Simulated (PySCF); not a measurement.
C2H5O, SMILES C([O-])C, charge -1. Atoms are numbered in the order given.

```xyz
8

C     -0.2036    -1.1745     0.0000
C      0.4789     0.2157     0.0000
O     -0.3603     1.2418     0.0000
H      0.5328    -2.0042     0.0000
H     -0.8487    -1.2707    -0.8902
H     -0.8487    -1.2707     0.8902
H      1.1976     0.1822     0.8898
H      1.1976     0.1822    -0.8898
```
Charge -1, spin multiplicity 1.

Geometry optimised at PBE0-D3(BJ)/def2-SVPD.

Calculation: PBE/pcJ-1 in PySCF.

Isotropic couplings with Fermi-contact, spin-dipole and both spin-orbit terms, one fixed conformer, no vibrational averaging. Isotopes: 13C, 1H.

Computed spin–spin coupling constants:
```json
[
 {"pair": "C1–C2", "bonds apart": "1", "J (Hz)": "30.0"},
 {"pair": "C1–H4", "bonds apart": "1", "J (Hz)": "103.5"},
 {"pair": "C1–H5", "bonds apart": "1", "J (Hz)": "119.2"},
 {"pair": "C1–H6", "bonds apart": "1", "J (Hz)": "119.2"},
 {"pair": "C2–H7", "bonds apart": "1", "J (Hz)": "108.0"},
 {"pair": "C2–H8", "bonds apart": "1", "J (Hz)": "108.0"},
 {"pair": "C1–H7", "bonds apart": "2", "J (Hz)": "8.8"},
 {"pair": "C1–H8", "bonds apart": "2", "J (Hz)": "8.8"},
 {"pair": "C2–H5", "bonds apart": "2", "J (Hz)": "-4.0"},
 {"pair": "C2–H6", "bonds apart": "2", "J (Hz)": "-4.0"},
 {"pair": "H4–H5", "bonds apart": "2", "J (Hz)": "-8.7"},
 {"pair": "H4–H6", "bonds apart": "2", "J (Hz)": "-8.7"},
 {"pair": "H5–H6", "bonds apart": "2", "J (Hz)": "-9.8"},
 {"pair": "H7–H8", "bonds apart": "2", "J (Hz)": "-6.1"},
 {"pair": "H4–H7", "bonds apart": "3", "J (Hz)": "1.1"},
 {"pair": "H4–H8", "bonds apart": "3", "J (Hz)": "1.1"},
 {"pair": "H5–H7", "bonds apart": "3", "J (Hz)": "12.5"},
 {"pair": "H5–H8", "bonds apart": "3", "J (Hz)": "5.0"},
 {"pair": "H6–H7", "bonds apart": "3", "J (Hz)": "5.0"},
 {"pair": "H6–H8", "bonds apart": "3", "J (Hz)": "12.5"}
]
```
